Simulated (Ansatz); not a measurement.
A nudged elastic band was laid between two geometries of C$_{2}$H$_{4}$SSi (8 atoms, charge 0, multiplicity 1).

Level of theory: RKS PBE-D4/def2-SVP in Ansatz.

```json
{"movable images": "7", "climbing image": "yes", "spring": "5.0 eV/Å²", "optimiser": "quadratic models (default)", "start path": "IDPP", "force threshold": "0.05 eV/Å", "iteration limit": "60", "end points": "relaxed"}
```

Initial state:

```xyz
8
Properties=species:S:1:pos:R:3
C 2.099 1.140 0.089
C 1.396 0.187 0.415
S 0.476 -1.153 0.900
Si -1.367 -0.608 -0.142
H 2.717 1.978 -0.199
H -1.877 0.708 0.368
H -1.121 -0.535 -1.620
H -2.323 -1.718 0.188
```

Final state:

```xyz
8
Properties=species:S:1:pos:R:3
C 2.320 -0.453 -0.294
C 1.417 0.032 0.383
S 0.206 0.717 1.354
Si -1.481 0.217 0.056
H 3.115 -0.879 -0.888
H -2.683 0.760 0.774
H -1.313 0.877 -1.281
H -1.581 -1.272 -0.105
```

(1) Which bonds break or form, and what moves?

(2) Give the energies along the band, and the barrier.

(3) What is the geometry of the highest image?

(4) What are the harmonic wavenumbers there?

Results:

(1) No bond is made or broken. The dihedral C2–S3–Si4–H7 goes from 61 to -61°. The two ends are copies of one structure, up to a mirror image or an exchange of like atoms.

(2) It converged. The highest image is number 4 of 0 to 8, 2.0 kcal/mol above the ends, which have the same energy within 2 meV. A vibrational analysis at the climbing image gives one clearly imaginary mode, 136i cm⁻¹: a first-order saddle point.

| image | path coordinate (Å) | energy (kcal/mol) | dihedral C2–S3–Si4–H7 (°) |
| --- | --- | --- | --- |
| 0 | 0.00 | 0.0 | 61 |
| 1 | 0.48 | 0.3 | 48 |
| 2 | 0.97 | 0.9 | 33 |
| 3 | 1.45 | 1.7 | 17 |
| 4 | 1.93 | 2.0 | 0 |
| 5 | 2.42 | 1.7 | -17 |
| 6 | 2.91 | 0.9 | -33 |
| 7 | 3.39 | 0.3 | -48 |
| 8 | 3.88 | 0.0 | -61 |

(3) 
```xyz
8
Properties=species:S:1:pos:R:3:forces:R:3
C 2.414 0.307 -0.295 -0.01 0.01 -0.02
C 1.433 0.051 0.398 -0.01 -0.01 0.03
S 0.158 -0.317 1.452 0.02 0.00 -0.01
Si -1.541 -0.167 0.060 0.02 0.00 0.01
H 3.265 0.535 -0.920 0.01 0.00 0.01
H -2.486 0.886 0.568 -0.01 -0.01 -0.01
H -0.994 0.196 -1.285 -0.01 0.00 0.00
H -2.250 -1.491 0.023 -0.01 0.01 0.00
```

(4) 136i, 129, 342, 365, 470, 546, 583, 594, 665, 717, 869, 883, 919, 2091, 2167, 2180, 2212, 3407 cm⁻¹.

Time of the run: 3.9 min on 1 thread of Intel(R) Xeon(R) Processor @ 2.50GHz (Skylake/Cascade Lake), with other jobs on the host, peak memory 0.13 GiB.
